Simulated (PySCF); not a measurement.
A structure optimised at B3LYP-D3(BJ)/def2-SVP, used in a PySCF frequency run:

```
C
C 1 1.3328
F 2 1.3321 1 123.07
H 1 1.0918 2 117.09 3 180.00
C 1 1.4991 4 119.06 2 180.00
H 5 1.0984 1 111.60 4 180.00
H 5 1.1033 6 108.32 1 -122.22
H 5 1.1033 6 108.32 7 -115.55
Br 2 1.8936 3 112.24 1 180.00
```

Task: Write its SMILES, formula and point group.

Result: C/C=C(\F)Br, C3H4BrF, Cs

Task: What are its rotational constants (standard atomic weights)?

Result: 8.3223, 1.5728, 1.3339 GHz
